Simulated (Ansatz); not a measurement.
Cartesian coordinates in Å:
```
C 0.8917 -0.8728 -0.6352
B 0.0987 0.4404 -0.3735
F 0.1352 1.4168 -1.2769
C -0.7694 0.7058 0.9182
Cl -2.3199 -0.1011 0.4885
H 1.9048 -0.7435 -0.2310
H 1.0009 -1.0921 -1.6989
H 0.4572 -1.7352 -0.1268
H -0.9943 1.7539 1.1094
H -0.4051 0.2277 1.8261
```

The species carries charge 0 and has multiplicity 1.

Task: List the PBE/def2-TZVPP orbital energies in eV (Ansatz 0.2.0). (Best estimate.)

Result: Computed: Occupied: -2739.11, -660.22, -270.07, -268.49, -249.64, -190.42, -190.13, -190.11, -178.37, -30.20, -21.37, -17.61, -16.58, -13.24, -11.52, -11.42, -11.15, -10.38, -9.99, -9.78, -9.50, -8.11, -7.23, -6.86. Lowest empty: -1.81, -0.19, 0.60, 1.37, 1.75, 1.91, 2.07, 2.45.
